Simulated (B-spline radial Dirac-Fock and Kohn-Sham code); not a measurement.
## Photoabsorption cross section of Mg⁵⁺ by shell

System: Mg⁵⁺ in the configuration 1s2 2s2 2p3.

Level of theory: a relativistic central-field model (Hartree-Slater potential of the initial state, Latter tail, multipole expansion of the photon field, Dirac-Fock thresholds); an atomic code on a B-spline grid.

Computed thresholds (eV): K 1468.4, L1 211.5, L2 182.2, L3 181.8.

```
photon energy (eV)  total (b)  K (%)  L (%)
               195  1.383e+06      –  100.0
               274     881500      –  100.0
               464     249100      –  100.0
               829      58400      –  100.0
              1100      27980      –  100.0
              1340      16690      –  100.0
              2450      47630   93.0    7.0
              3120      24630   93.0    7.0
              3350      20230   93.0    7.0
              3960      12650   93.0    7.0
              4190      10780   93.0    7.0
              4840       7137   93.0    7.0
              9710      916.4   92.8    7.2
             10700      683.2   92.8    7.2
             10900      645.9   92.8    7.2
             19800      102.7   92.7    7.3
             24900      50.06   92.7    7.3
             32300      21.96   92.7    7.3
             38900      12.13   92.6    7.4
             69200      1.894   92.6    7.4
            107000     0.4610   92.6    7.4
            125000     0.2788   92.6    7.4
            144000     0.1767   92.6    7.4
```

Problem. With what power of the photon energy does the total fall between 125000 and 144000 eV?

Solution. As E^-3.22. The non-relativistic Born limit for an s electron far above threshold is E^-3.5; near threshold and at relativistic energies the fall is slower.

Run: 1.7 s of CPU time on 1 thread of Neoverse-V1 (shared host), peak memory 0.28 GiB.
